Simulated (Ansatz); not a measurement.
Nudged elastic band run: CH5AlBN

The input (input.yaml):

```yaml
crystal:
  periodic: [false, false, false]
  atoms:
    - { symbol: B, position_ang: [-1.185517, 0.90378, -1.348754] }
    - { symbol: Al, position_ang: [0.616778, 0.108141, -0.554287] }
    - { symbol: C, position_ang: [0.692632, -0.074587, 1.433502] }
    - { symbol: "N", position_ang: [0.398051, -1.226363, 0.922516] }
    - { symbol: H, position_ang: [-2.265349, 0.336663, -1.260816] }
    - { symbol: H, position_ang: [-1.237916, 1.990263, -1.907098] }
    - { symbol: H, position_ang: [2.014891, -0.091027, -1.317074] }
    - { symbol: H, position_ang: [0.804396, 0.089987, 2.529183] }
    - { symbol: H, position_ang: [0.250634, -2.083358, 1.485828] }
basis:
  gaussian: { orbitals: def2-SVP }
hamiltonian:
  xc: pbe
  dispersion: d4
neb:
  order_check: false
  images: 7
  f_tol: 0.05
  max_iterations: 60
  initial_path: idpp
  final_atoms:
    - { symbol: B, position_ang: [-0.92378094, 0.26384788, -0.72594694] }
    - { symbol: Al, position_ang: [1.19168764, 0.60655065, -0.82359984] }
    - { symbol: C, position_ang: [0.78748241, -0.4202933, 0.94067745] }
    - { symbol: "N", position_ang: [-0.48224883, -0.42641842, 0.64172623] }
    - { symbol: H, position_ang: [-1.66735654, 1.21701412, -0.50238313] }
    - { symbol: H, position_ang: [-1.42438001, -0.56722972, -1.48086205] }
    - { symbol: H, position_ang: [2.68639135, 1.05341901, -1.24333734] }
    - { symbol: H, position_ang: [1.09158032, -0.90377756, 1.89471935] }
    - { symbol: H, position_ang: [-1.17077539, -0.86961365, 1.28200628] }
```

Run as:

```bash
$ ansatz run input.yaml --threads 1 --pin off --max-ram 2048MiB --backend cpu --events-out ev --progress --plain --runs-dir out
```

Output, in part (warnings, iteration lines, the closing report on the highest movable image, with atoms numbered from 0):

```
NEB end point (image 0): max|allowed force component| = 5.455e-3 eV/Å (the criterion of neb.relax_end_points is 1.000e-2)
NEB end point (image 8): max|allowed force component| = 6.610e-3 eV/Å (the criterion of neb.relax_end_points is 1.000e-2)
NEB iter   1: max|band force component| = 1.464e0 eV/Å  barrier→ = 0.9985 eV  barrier← = 1.8677 eV  Δτ_max = 0.2000 Å  (242 SCF iters)
NEB iter   2: max|band force component| = 9.819e-1 eV/Å  barrier→ = 0.4122 eV  barrier← = 1.2814 eV  Δτ_max = 0.1938 Å  (213 SCF iters)
NEB iter   3: max|band force component| = 8.291e-1 eV/Å  barrier→ = 0.2874 eV  barrier← = 1.1566 eV  Δτ_max = 0.2000 Å  (201 SCF iters)
NEB iter   4: max|band force component| = 1.132e0 eV/Å  barrier→ = 0.2385 eV  barrier← = 1.1077 eV  Δτ_max = 0.0993 Å  (220 SCF iters)
NEB iter   5: max|band force component| = 6.766e-1 eV/Å  barrier→ = 0.2233 eV  barrier← = 1.0925 eV  Δτ_max = 0.1000 Å  (201 SCF iters)
NEB iter   6: max|band force component| = 3.081e-1 eV/Å  barrier→ = 0.2074 eV  barrier← = 1.0766 eV  CI = image 4  Δτ_max = 0.2000 Å  (202 SCF iters)
NEB iter   7: max|band force component| = 5.394e-1 eV/Å  barrier→ = 0.2295 eV  barrier← = 1.0987 eV  CI = image 4  Δτ_max = 0.0595 Å  (211 SCF iters)
NEB iter   8: max|band force component| = 2.837e-1 eV/Å  barrier→ = 0.2252 eV  barrier← = 1.0944 eV  CI = image 4  Δτ_max = 0.0998 Å  (209 SCF iters)
NEB iter   9: max|band force component| = 1.521e-1 eV/Å  barrier→ = 0.2238 eV  barrier← = 1.0930 eV  CI = image 4  Δτ_max = 0.0532 Å  (207 SCF iters)
NEB iter  10: max|band force component| = 6.079e-2 eV/Å  barrier→ = 0.2234 eV  barrier← = 1.0926 eV  CI = image 4  Δτ_max = 0.0805 Å  (204 SCF iters)
NEB iter  11: max|band force component| = 8.522e-2 eV/Å  barrier→ = 0.2233 eV  barrier← = 1.0926 eV  CI = image 4  Δτ_max = 0.0386 Å  (195 SCF iters)
NEB iter  12: max|band force component| = 3.813e-2 eV/Å  barrier→ = 0.2233 eV  barrier← = 1.0925 eV  CI = image 4  Δτ_max = 0.0000 Å  (372 SCF iters)
Total energy: -9866.42840828 eV, -362.5845562989 hartree
Atom 0 at    -1.102939     0.774982    -1.070644 Å, force    -0.005277    -0.000622     0.001151 eV/Å
Atom 1 at     0.837000     0.834407    -0.312739 Å, force     0.003488     0.003118    -0.000767 eV/Å
Atom 2 at     0.651751    -0.265172     1.338784 Å, force    -0.003047     0.000242    -0.006328 eV/Å
Atom 3 at     0.100315    -1.010820     0.436514 Å, force     0.000975    -0.002899     0.012351 eV/Å
Atom 4 at    -2.066410     0.921403    -0.334919 Å, force     0.002167    -0.000868    -0.000320 eV/Å
Atom 5 at    -1.339806     0.335929    -2.186554 Å, force     0.000848    -0.000487    -0.000560 eV/Å
Atom 6 at     2.335977     0.990974    -0.873824 Å, force     0.000893    -0.000827    -0.000121 eV/Å
Atom 7 at     0.848400    -0.633531     2.371187 Å, force     0.000224    -0.001031     0.000612 eV/Å
Atom 8 at    -0.175689    -1.994672     0.615195 Å, force    -0.000271     0.003373    -0.006017 eV/Å
Dipole moment:     0.012844    -0.355267     0.437255 e Å
```

It converged. A vibrational analysis at the climbing image gives one clearly imaginary mode, 183i cm⁻¹: a first-order saddle point.

Final band (atoms are numbered from 1 in the order of the input):

```
image  path coordinate (Å)  energy (kcal/mol)  B1–N4 (Å)  dihedral H5–B1–Al2–C3 (°)
    0                 0.00                0.0       3.49                        -65
    1                 0.85                0.5       3.45                        -29
    2                 1.70                1.3       3.40                          7
    3                 2.55                2.6       3.12                         36
    4                 3.41                5.2       2.63                         44
    5                 4.06               -0.4       2.09                         66
    6                 4.71              -16.5       1.61                         89
    7                 5.36              -19.3       1.59                         97
    8                 6.01              -20.0       1.59                        108
```

The run took 2.9 min on 1 thread of Arm Neoverse V2, on a shared host, peak memory 0.12 GiB.
